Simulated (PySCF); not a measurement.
**Spin states and ions at one geometry of Bi(NH2)3**

PySCF 2.14.0, RKS B3LYP, Bi def2-SVP with ECP60, N def2-SVP, H def2-SVP; non-relativistic Hamiltonian with scalar-relativistic core potentials where named; density fitting; no spin-orbit coupling; singlets restricted, open shells unrestricted. The geometry is relaxed for charge 0, singlet, vacuum:

```xyz
10

Bi    0.0000    0.0000   -1.1529
N     1.8503    0.0000   -0.0770
H     1.9450    0.0000    0.9328
H     2.7388    0.0000   -0.5661
N    -0.9252    1.6024   -0.0770
H    -0.9725    1.6844    0.9328
H    -1.3694    2.3719   -0.5661
N    -0.9251   -1.6024   -0.0770
H    -0.9725   -1.6844    0.9328
H    -1.3694   -2.3719   -0.5661
```

Energies count from the relaxed state; an electron taken off or put on is at rest in vacuum. Charges and spins are Mulliken's.

| state | energy (eV) | spin squared | charge on Bi1 (e) | spin on Bi1 (e) | dipole about the centre of mass (D) |
| --- | --- | --- | --- | --- | --- |
| charge 0, singlet, vacuum | 0.00 | 0.00 | 0.86 | 0.00 | 0.78 |
| charge +1, doublet, vacuum | 7.49 | 0.77 | 1.08 | -0.14 | 2.29 |

Q: What does the state charge 0, triplet, vacuum give?

A: energy (eV) 4.40, spin squared 2.01, charge on Bi1 (e) 0.43, spin on Bi1 (e) 0.69, dipole about the centre of mass (D) 1.83.

With an electron taken off (doublet) the charges change, summed by element, by Bi +0.22 e, N +0.36 e, H +0.42 e. The vertical ionisation energy is 7.49 eV, against −ε(HOMO) = 5.33 eV of the relaxed state. The level lies 2.2 eV too high, as is usual for semilocal functionals and global hybrids, which keep a self-interaction error.

Open shells may have lower solutions than those found.

No frequency check is given that shows the relaxed geometry to be a minimum, and it was reached by following one of several unstable modes of a saddle point.
